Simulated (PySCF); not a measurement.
The vertical singlet excitations below were computed for one of the candidates. Theory: PySCF 2.14.0, density-fitted response routines, TDDFT PBE0/def2-SVPD, vertical, gas phase, core orbitals frozen in the response. Geometries: GFN2-xTB, one conformer each.

| state | λ (nm) | f |
| --- | --- | --- |
| S1 | 200.7 | 0.112 |
| S2 | 187.4 | 0.035 |
| S3 | 184.5 | 0.0053 |
| S4 | 172.8 | 0.038 |
| S5 | 166.7 | 0.024 |
| S6 | 159.0 | 0.242 |
| S7 | 156.6 | 0.119 |
| S8 | 154.3 | 0.0035 |

**Question.** Which candidate is it?
A. `C=C/C=C\C(=O)F`
B. `FCc1ccoc1`
C. `CC(C)C=C(F)F`
D. `CC(C)=CC(F)F`
E. `FCSC1=C(F)C1`

**Answer.** B. Its S1 lies at 6.18 eV; the nearest of the others has S1 at 6.76 eV. S1 is HOMO→LUMO (93%). Löwdin shares by element: HOMO carbon 84% or more (atoms not listed hold the other 16%); LUMO carbon 54% or more, oxygen 19% (atoms not listed hold the other 27%). At the same level the other candidates give, for their lowest levels:
- `CC(C)C=C(F)F`: 183 nm (f 0.025); 165 nm (f 0.000); 163 nm (f 0.343); 161 nm (f 0.000); 152 nm (f 0.014); T1 4.69 eV; HOMO -7.39, LUMO 0.57 eV
- `CC(C)=CC(F)F`: 183 nm (f 0.346); 177 nm (f 0.013); 166 nm (f 0.004); 162 nm (f 0.008); 152 nm (f 0.025); T1 4.12 eV; HOMO -7.55, LUMO -0.32 eV
- `C=C/C=C\C(=O)F`: 267 nm (f 0.000); 251 nm (f 0.549); 190 nm (f 0.028); 187 nm (f 0.001); 172 nm (f 0.000); T1 2.70 eV; HOMO -7.73, LUMO -2.59 eV
- `FCSC1=C(F)C1`: 242 nm (f 0.004); 216 nm (f 0.031); 202 nm (f 0.157); 192 nm (f 0.010); 183 nm (f 0.021); T1 4.07 eV; HOMO -6.62, LUMO -0.11 eV

Conformer computed: `[F:1][CH2:2][c:3]1[cH:4][cH:5][o:6][cH:7]1`: F1–C2–C3–C4 87°.
Triplets come from the Tamm–Dancoff approximation.
